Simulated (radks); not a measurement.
Spherical jellium clusters: N electrons in a uniform positive sphere of charge N and radius rs N^(1/3), rs unknown. Method: non-relativistic Kohn-Sham, PBE, spin-polarised, spherical densities; computed with a radial shooting solver with Libxc functionals. Levels are named by radial order and angular momentum (1s, 1p, 1d, 2s, ...), and open shells are averaged over m. Each electron was tried in the lowest free levels, single moves between levels near the top were tried too, and the lowest total energy was kept; such a search can miss a lower state. The series stops at N = 7: beyond it a trial failed or the search could not be trusted, so later rows were left out. IP is vertical, at fixed background; rs is in bohr. The values of IP (eV) for N = 2 to 7 are 4.074, 3.251, 3.597, 3.755, 3.268, 3.518. Estimate rs.

Answer. rs = 5.44 bohr. A metal sphere has IP near W + 1/(2R) hartree with R = rs N^(1/3), and both terms fall as rs grows; shell closures ride on that trend.
